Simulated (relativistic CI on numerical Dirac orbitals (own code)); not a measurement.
Judd-Ofelt analysis for Yb4+

These numbers are calculated, not measured: Dirac-Coulomb-Breit CI, separate exchange-only KLI orbitals for each configuration, a model potential for QED, valence Slater integrals scaled by 0.75 (own radial code, finite nucleus).

Configuration 4f¹² alone, in intermediate coupling. Take Ω₂ = 3.74, Ω₄ = 4.62, Ω₆ = 4.81 (10⁻²⁰ cm²) and refractive index n = 1.6 as given. A_ED = 64π⁴e²ν³ n(n² + 2)²/[27h(2J + 1)] Σ Ω_λ |U^λ|², in Gaussian units with ν in cm⁻¹, and A_MD is n³ times the free-ion magnetic-dipole rate; a dash marks a rate that is forbidden or under 2 % of the level's free-ion decay.

Emitting level ¹G4 at 22827 cm⁻¹ (radiative decay alone: multiphonon quenching in a host is left out, and the level can lie too high or too low):

```tsv
To	ν (cm⁻¹)	U² squared	U⁴ squared	U⁶ squared	Free-ion A(M1) (s⁻¹)
³H6	22827	0.0425	0.0745	0.0055	-
³F4	17479	0.0015	0.0154	0.0647	1.38
³H5	13394	0.0859	0.0137	0.6142	32.7
³H4	8992	0.1774	0.0076	0.4853	7.26
³F3	6897	0.0151	0.1007	0.3751	-
³F2	6744	0.0131	0.0831	0.0468	-
```

(1) Give the rates, branching ratios and the radiative lifetime.

Results:

(1) The rates are:

| To | λ (nm) | A_ED (s⁻¹) | A_MD (s⁻¹) | β (%) |
| --- | --- | --- | --- | --- |
| ³H6 | 438 | 1870 | 0 | 31.3 |
| ³F4 | 572 | 616 | 5.66 | 10.4 |
| ³H5 | 747 | 2380 | 134 | 42.1 |
| ³H4 | 1112 | 655 | 29.8 | 11.4 |
| ³F3 | 1450 | 227 | 0 | 3.8 |
| ³F2 | 1483 | 60 | 0 | 1.0 |

τ_rad = 1.67e-04 s. Computed level positions enter as ν³, so measured ones would change the rates. For the strongest line (747 nm) and an assumed effective width Δλ = 17 nm (300 cm⁻¹), the Füchtbauer-Ladenburg formula σ = λ⁴A/(8πcn²Δλ) gives a peak emission cross-section of 2.4 × 10⁻²⁰ cm².
